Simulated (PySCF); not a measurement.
These are PySCF with PBE-D3(BJ)/def2-TZVP // B3LYP-D3(BJ)/def2-TZVP values and carry that method's errors. All species are isolated molecules in the gas phase. Excitations are Tamm–Dancoff values on a coarser integration grid. The basis has no diffuse functions, so Rydberg states are missing or too high.

Reference species (SMILES): `C#CNC#C` (neutral, multiplicity 1).

```
Property                  Value
----------------------  -------
S1 oscillator strength    0.000
S1 excitation (TDA)     4.68 eV
```

Changed species: `C#CC=C=N`.

What does the change do to the S1 oscillator strength and S1 excitation (TDA)?

the S1 oscillator strength hardly moves; the S1 excitation (TDA) falls by 0.75 eV, to 3.93 eV.
